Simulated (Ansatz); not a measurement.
Gas-phase electronic energies from Ansatz, PBE0-D4/def2-TZVP geometries. CBS: MP2 limit from def2 TZ/QZ plus the TZ coupled-cluster correction, frozen cores. This one scheme is used for every species. DFT in def2-TZVPP. One conformer a species, not always the lowest.

Reaction (cleavage of the B–Si bond): `NB(F)[SiH2]Cl` + NH₃ → `NB(N)F` + `[SiH3]Cl`

`NB(F)[SiH2]Cl`:

```xyz
9

N    -0.206   -0.963    1.288
B     0.186    0.269    0.789
F     0.624    1.212    1.638
Si    0.108    0.664   -1.198
Cl   -0.627   -1.030   -2.148
H    -0.541   -1.697    0.687
H    -0.181   -1.194    2.268
H    -0.804    1.786   -1.536
H     1.440    0.953   -1.788
```

NH₃:

Cartesian coordinates in Å:
```
N -0.092 -0.095 -0.249
H -0.470 0.819 -0.033
H -0.356 -0.712 0.509
H 0.917 -0.012 -0.227
```

`NB(N)F`:

```xyz
8

N    -0.032   -0.718    1.043
B     0.434    0.009   -0.070
N    -0.388    0.708   -0.976
F     1.767    0.038   -0.285
H     0.603   -1.197    1.655
H    -0.998   -0.805    1.296
H    -1.387    0.754   -0.912
H     0.002    1.210   -1.752
```

`[SiH3]Cl`:

Cartesian coordinates in Å:
```
Si -0.040 0.085 0.088
Cl 0.594 -1.269 -1.320
H 0.859 -0.002 1.262
H -1.428 -0.254 0.475
H 0.015 1.441 -0.504
```

```csv
level,ΔE (kJ/mol),difference from CCSD(T)/CBS
PBE-D4,-85.4,13.9
r2SCAN-D4,-99.7,-0.4
ωB97X-V,-99.7,-0.4
ωB97M-V,-103.4,-4.1
r2SCAN,-100.7,-1.4
PBE0,-97.7,1.6
HF/def2-TZVPP,-126.0,-26.7
MP2/def2-TZVPP,-105.0,-5.7
SCS-MP2/def2-TZVPP,-106.6,-7.3
CCSD/def2-TZVPP,-104.5,-5.2
CCSD(T)/def2-TZVPP,-100.2,-0.9
HF/def2-QZVPP,-126.8,-27.5
MP2/def2-QZVPP,-104.7,-5.4
SCS-MP2/def2-QZVPP,-106.5,-7.2
MP2/CBS(def2),-104.0,-4.7
CCSD/CBS(def2),-103.6,-4.3
CCSD(T)/CBS,-99.3,0
```

Largest T1 diagnostic among the species: 0.012.

In def2-TZVPP, CCSD(T) changes the Hartree–Fock value by +25.8 kJ/mol (the triples alone add +4.3 kJ/mol) and MP2 by +21.0 kJ/mol. From PBE to PBE0 (25 % exact exchange), in def2-TZVPP and without D4, ΔE moves by −9.0 kJ/mol.
